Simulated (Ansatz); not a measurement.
Total energies of AsH2Me (CH5As) from Ansatz at r2SCAN-D4/def2-TZVPD, gas phase (1 Eh = 27.2114 eV = 2625.5 kJ/mol). The reference geometry is relaxed at PBE0-D4/def2-TZVP.

```tsv
state	geometry	energy (Eh)
charge 0 singlet	reference	-2276.95592
charge -1 doublet	reference	-2276.91366
free As atom (quartet)	–	-2235.79960
free H atom (doublet)	–	-0.49993
free C atom (triplet)	–	-37.83299
```

Task: Work out the vertical electron affinity, to the doublet.

Result: E(charge 0 singlet) − E(charge -1 doublet) = -2276.95592 − (-2276.91366) = -0.04226 Eh = -1.15 eV; negative, so the extra electron isn't bound.

Task: What is the binding energy per atom against free atoms?

Result: Atoms: 1 × (-2235.79960) + 5 × (-0.49993) + 1 × (-37.83299) = -2276.13224 Eh. Binding: -2276.13224 − (-2276.95592) = 0.82368 Eh = 22.41 eV, or 3.20 eV for each of 7 atoms (no zero-point energy, no counterpoise term).

At r2SCAN-D4/def2-TZVPD the highest occupied level of the charge -1 doublet lies above zero (up to 2.72 eV). By energy differences it is unbound by 1.15 eV (vertical, to the charge 0 singlet, at r2SCAN-D4/def2-TZVPD) and held by the finite basis.
